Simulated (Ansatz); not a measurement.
Basis-set extrapolation for CH9PSi2 (`[SiH3]C[SiH2]P`) (PBE0-D4/def2-TZVP geometry, frozen core, Ansatz). Multiplicity 1, RHF reference.

|  | def2-TZVPP | def2-QZVPP |
| --- | --- | --- |
| HF | -961.769755 | -961.799635 |
| MP2 correlation | -0.593393 | -0.635085 |
| CCSD(T) correlation | -0.692295 | not run |

Energies in hartree. Use E(X) = E(∞) + A·exp(−7.88·√X) for Hartree–Fock and E(X) = E(∞) + B·X^(−2.97) for correlation, with X = 3 and 4, and add CCSD(T) minus MP2 of the smaller set to the MP2 limit.

**Question.** What is the CCSD(T) energy at the basis-set limit?

**Answer.** HF limit: -961.799635 + (-0.029880) × 0.13774 = -961.80375. MP2 limit: -0.635085 + (-0.041692) × 0.74074 = -0.66597. Higher-order term: -0.692295 − (-0.593393) = -0.09890. Total: -962.56862 hartree, 279.8 kJ/mol below CCSD(T)/def2-TZVPP.
